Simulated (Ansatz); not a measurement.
Consider the isomerisation: `CC1(Cl)C[SiH2]1` → `[SiH3]C1(Cl)CC1`.

Computed with Ansatz on PBE0-D4/def2-TZVP structures; ΔE is electronic, products minus reactants. CBS: MP2 limit from def2 TZ/QZ plus the TZ coupled-cluster correction, frozen cores. DFT in def2-TZVPP. B3LYP here is the variant with VWN-RPA as its local correlation; programs differ in this.

CCSD(T)/CBS gives -0.09 eV.

Question: Another level gave -0.12 eV. Which?
A. HF/def2-TZVPP
B. ωB97X-V/def2-TZVPP
C. B3LYP/def2-TZVPP
D. r2SCAN-D4/def2-TZVPP

Answer: C. B3LYP -0.12, r2SCAN-D4 -0.07, HF/def2-TZVPP -0.33, ωB97X-V -0.17 eV.

Largest T1 diagnostic among the species: 0.011.

In def2-TZVPP, CCSD(T) changes the Hartree–Fock value by +0.20 eV (the triples alone add +0.03 eV) and MP2 by +0.20 eV. From PBE to PBE0 (25 % exact exchange), in def2-TZVPP and without D4, ΔE moves by −0.05 eV.
